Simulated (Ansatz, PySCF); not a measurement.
This PySCF input computes a B3LYP/def2-TZVPD energy:

```python
from pyscf import gto, scf, dft

mol = gto.M(
    atom='''
    C     1.63964402   -0.42942163   -0.54178487
    C     0.69511400    0.11903355    0.22465152
    C    -0.73945280    0.44381213   -0.17029716
    O    -1.61641988   -0.19386213    0.60216205
    H     1.44731388   -0.64478753   -1.58994258
    H     2.62078432   -0.70360515   -0.16111496
    H     0.89526140    0.28864604    1.28285806
    H    -0.80460035    0.22528236   -1.28212005
    H    -0.79923139    1.58481696   -0.14239394
    ''',
    basis='def2-tzvpd',
    charge=-1,
    spin=0,
    verbose=4,
)

mf = dft.RKS(mol, xc='b3lyp').density_fit(auxbasis='def2-universal-jkfit')
mf.grids.level = 3
mf.conv_tol = 1e-9
mf.max_cycle = 100
mf.max_memory = 1500
mf.kernel()
if not mf.converged:
    mf = mf.newton()
    mf.kernel(mf.make_rdm1())
mf.analyze()
```

Problem. Write an input for the same energy in Ansatz (a program for electronic structure) and say what it gives.

Solution. 
Ansatz 0.2 input:
```yaml
crystal:
  periodic: [false, false, false]
  atoms:
    - {symbol: C, position_ang: [1.63964402, -0.42942163, -0.54178487]}
    - {symbol: C, position_ang: [0.69511400, 0.11903355, 0.22465152]}
    - {symbol: C, position_ang: [-0.73945280, 0.44381213, -0.17029716]}
    - {symbol: O, position_ang: [-1.61641988, -0.19386213, 0.60216205]}
    - {symbol: H, position_ang: [1.44731388, -0.64478753, -1.58994258]}
    - {symbol: H, position_ang: [2.62078432, -0.70360515, -0.16111496]}
    - {symbol: H, position_ang: [0.89526140, 0.28864604, 1.28285806]}
    - {symbol: H, position_ang: [-0.80460035, 0.22528236, -1.28212005]}
    - {symbol: H, position_ang: [-0.79923139, 1.58481696, -0.14239394]}
basis:
  gaussian:
    orbitals: def2-TZVPD
hamiltonian:
  xc: {name: B3LYP}
total_charge: -1
output: {forces: true}
```
It gives -192.59651 Eh, and PySCF -192.59658 Eh, a difference of 0.07 mEh, from the treatment of integrals and grids.

It need not be the lowest isomer of its formula. Whether it binds its extra electron was not tested at this geometry.
